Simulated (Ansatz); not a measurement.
A geometry relaxed with r2SCAN-D4/def2-TZVP in Ansatz (an electronic-structure program), charge 0, multiplicity 1:

```xyz
8

B     -0.0429     0.3354     0.0124
H     -2.1107    -0.0851     0.2175
I     -0.3195     2.4969     0.0926
H     -1.1594    -1.4741     0.0855
N      1.2672    -0.1445    -0.1352
H      1.4919    -1.1249    -0.1819
H      2.0622     0.4644    -0.2034
N     -1.1889    -0.4680     0.1125
```

Q: Write the SMILES of this molecule.

A: `NB(N)I`
